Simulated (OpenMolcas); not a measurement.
# Computed transition rates of Ti

```yaml
Program: OpenMolcas
Method: "SS-CASPT2, IPEA 0.25 Eh, imaginary shift 0.1 Eh (closed shells correlated: 3s 3p 4s)"
Basis: ANO-RCC-VTZP [6s5p3d2f1g]
Scalar_Hamiltonian: DKH2, point nucleus
Active_space: 2 electrons in 5 orbitals (3d)
State_averaging: 2S+1 = 3 even, 10 roots; 2S+1 = 1 even, 15 roots
Spin-orbit_coupling: state interaction with AMFI integrals over the reference wave functions, term energies averaged over their components
```

Rates come from the transition moments of the reference wave functions (E1 and E2 in the length form). At fixed line strength A goes as λ^-3 for E1 and M1 and as λ^-5 for E2, so a rate at the computed wavelength can be rescaled to the measured one. Measured vacuum wavelengths follow from level energies in NIST Handbook of Basic Atomic Spectroscopic Data. Branching counts decays inside the model space alone, at computed energies, and the table is only a selection of the E2 and M1 lines, drawn from those between levels with measured partners whose computed energy lies within a factor of 1.5 of the measured one.

```tsv
Upper	Lower	Type	λ computed (nm)	λ measured (nm)	A computed (s-1)	A rescaled (s-1)	Branching %
3d2 4s2 3P0	3d2 4s2 3F2	E2	1018	1185	3.82e-02	1.79e-02	100.0
3d2 4s2 3P2	3d2 4s2 3F4	E2	1042	1217	2.61e-02	1.20e-02	66.7
3d2 4s2 3P1	3d2 4s2 3F3	E2	1030	1202	2.40e-02	1.11e-02	61.2
3d2 4s2 3P1	3d2 4s2 3F2	E2	1011	1178	1.31e-02	6.10e-03	33.5
3d2 4s2 3P2	3d2 4s2 3F3	E2	1017	1186	7.65e-03	3.55e-03	19.5
3d2 4s2 1D2	3d2 4s2 3F3	M1	1625	1411	6.65e-03		64.6
3d2 4s2 1G4	3d2 4s2 3F4	M1	806.4	852.4	5.55e-03		54.2
3d2 4s2 1D2	3d2 4s2 3F2	M1	1578	1378	3.63e-03		35.3
3d2 4s2 1G4	3d2 4s2 3F3	M1	791.4	836.9	3.53e-03		34.4
3d2 4s2 3P2	3d2 4s2 3F2	E2	998.7	1162	1.19e-03	5.58e-04	3.0
3d2 4s2 1G4	3d2 4s2 1D2	E2	1543	2056	1.13e-03	2.69e-04	11.0
3d2 4s2 3F4	3d2 4s2 3F3	M1	42740	46140	2.60e-04	2.07e-04	100.0
3d2 4s2 3F3	3d2 4s2 3F2	M1	55160	58780	1.54e-04	1.27e-04	100.0
```

Spin-changing lines and M1 lines between different terms are not rescaled, since their strength hangs on the term gaps too.

The largest correction is for 3d2 4s2 1G4 → 3d2 4s2 1D2 (E2): 1.13e-03 × (1543 / 2056)^5 = 2.69e-04 s-1, a factor of 0.24.

The computed rate and branching of 3d2 4s2 3F3 → 3d2 4s2 3F2 give the upper level a radiative lifetime of 1.000 / 1.54e-04 s-1 = 6.49e+03 s, counting decays inside the model space alone. The rescaled rate gives about 7.9e+03 s.

No measured rate stands beside these. Rescaling mends the energy factor alone: line strengths can still be far off where a level mixes with configurations outside the active space, and weak or spin-changing lines hang on small mixing coefficients that depend on the term gaps too, so rescaling need not improve them.

Term energies are means over components that CASPT2 splits; among the terms shown or strongly mixed into the levels shown the widest spread is 830 cm-1 (3d2 4s2 3F). With the s shell closed, the reference lacks s² → p², s² → d² and s → d mixing, so excited terms can stand far too high and out of order, with CASPT2 too. Some terms miss by over 15 % even with CASPT2, which points to a basis or an active space too small for the shells correlated. Computed and measured levels are paired by configuration, term and J; levels that our copy of the source lacks, or whose pairing is in doubt (as where it misses far off the trend of its configuration), stay unpaired. Levels of configurations outside the active space are missing.
